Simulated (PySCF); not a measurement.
C₂H₇ClSi₃, SMILES C=C1[SiH2][SiH2][Si@H]1Cl.

Geometry optimised at PBE0-D3(BJ)/def2-SVP. A frequency run showed that this geometry is not a minimum. The structure was generated by enumeration; whether it is a known compound was not checked.

Calculation: PBE0-D3(BJ)/def2-SVP (PySCF 2.14.0).

Frequencies are harmonic and unscaled.

```tsv
mode	ν (cm⁻¹)	IR (km/mol)	moving atoms (share of kinetic energy)
1	39i	0.9	Si 39 %, H 24 %, C 23 %, Cl 14 %
2	109	0.7	Cl 37 %, Si 33 %, C 18 %, H 12 %
3	114	1.4	Cl 35 %, Si 35 %, H 18 %, C 12 %
4	249	0.5	C 43 %, H 31 %, Si 23 %
5	297	0.2	H 60 %, C 22 %, Si 18 %
6	304	5.9	Si 41 %, C 30 %, H 24 %
7	316	14.6	H 60 %, Si 28 %, C 10 %
8	396	1.6	Si 68 %, H 19 %
9	433	5.3	Si 74 %, H 18 %
10	487	9.5	Si 44 %, H 44 %, C 9 %
11	510	7.5	H 47 %, C 24 %, Si 23 %
12	559	31.7	H 62 %, Si 20 %, C 16 %
13	568	54.4	Si 51 %, Cl 21 %, H 16 %, C 12 %
14	614	37.9	H 78 %, Si 16 %
15	646	0.1	H 92 %
16	682	23.6	H 73 %, Si 18 %, C 9 %
17	714	16.5	H 88 %, C 9 %
18	759	67.9	H 46 %, C 40 %, Si 14 %
19	775	163.6	H 83 %, Si 11 %
20	795	198.6	H 78 %, Si 15 %
21	896	71.0	H 95 %
22	921	98.1	H 95 %
23	1007	16.1	H 72 %, C 28 %
24	1113	6.6	H 55 %, C 44 %
25	1427	27.7	H 85 %, C 15 %
26	1682	53.8	C 89 %, H 11 %
27	2209	133.4	H 98 %
28	2216	92.2	H 97 %
29	2218	34.4	H 96 %
30	2225	94.4	H 97 %
31	2242	80.5	H 96 %
32	3117	21.4	H 95 %
33	3207	2.4	H 89 %, C 11 %
```
